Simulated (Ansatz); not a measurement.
`NCBBr` at its PBE0-D4/def2-TZVP geometry, where that method's forces vanish. Total charge 0; spin multiplicity 1.

```tsv
atom	x (Å)	y (Å)	z (Å)
N1	-1.060	0.716	0.437
C2	0.186	-0.006	0.525
B3	0.618	-0.875	-0.678
Br4	-0.254	-0.756	-2.373
H5	-1.205	1.095	-0.489
H6	-1.109	1.473	1.104
H7	1.087	0.629	0.680
H8	0.186	-0.663	1.407
H9	1.551	-1.613	-0.613
```

For each bond, give half the difference of the two atoms' forces along it (eV/Å; positive pushes the atoms apart) under PBE-D4, r2SCAN-D4, B3LYP-D4, ωB97M-V in def2-TZVPP. (An estimate is asked.)

Ansatz gave: 
| bond | length (Å) | PBE-D4 | r2SCAN-D4 | B3LYP-D4 | ωB97M-V |
| --- | --- | --- | --- | --- | --- |
| N1–C2 | 1.443 | 0.04 | 0.19 | 0.30 | 0.31 |
| N1–H5 | 1.011 | 0.26 | 0.00 | -0.06 | -0.09 |
| N1–H6 | 1.010 | 0.21 | -0.02 | -0.05 | -0.06 |
| C2–B3 | 1.546 | -0.09 | -0.08 | -0.04 | 0.02 |
| C2–H7 | 1.113 | 0.17 | 0.00 | -0.09 | -0.16 |
| C2–H8 | 1.100 | 0.16 | -0.02 | -0.11 | -0.15 |
| B3–Br4 | 1.910 | 0.15 | 0.12 | 0.22 | 0.06 |
| B3–H9 | 1.191 | 0.03 | -0.07 | -0.20 | -0.17 |

B3LYP here is the variant with VWN-RPA as its local correlation; programs differ in this.
